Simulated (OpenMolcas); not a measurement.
# CH5FOSn (SMILES FC[O][SnH3]): name the method

The species is CH5FOSn (9 atoms), meant as a singlet with charge 0. SMILES: `FC[O][SnH3]`. The coordinates come from a PBE0-D4/def2-TZVP relaxation. This is one conformer, not always the lowest.

```xyz
9

F    -0.5968    1.7542    0.0315
C    -1.2915    0.5661    0.2778
O    -0.7360   -0.4634   -0.4050
Sn    1.2393   -0.7015   -0.3197
H    -1.2588    0.4340    1.3693
H    -2.3191    0.7246   -0.0661
H     1.6901   -0.3903    1.2948
H     1.4078   -2.3331   -0.7653
H     1.9535    0.3631   -1.4344
```

A calculation with OpenMolcas 26.06 gave:

```json
{
  "total energy": "-430.0633 Eh",
  "dipole moment": "1.65 D",
  "HOMO energy": "-7.84 eV",
  "LUMO energy": "-0.19 eV",
  "HOMO–LUMO gap": "7.66 eV",
  "largest force": "0.647 eV/Å"
}
```

Question: Which of these levels gave the numbers?
A. PBE0/def2-SVP (core potential)
B. M06-2X/def2-SVP (core potential)
C. HF/STO-3G
D. PBE/def2-SVP (core potential)

Answer: A. The others give -430.1270 Eh (M06-2X/def2-SVP (core potential)), -430.0440 Eh (PBE/def2-SVP (core potential)), -6175.5013 Eh (HF/STO-3G).
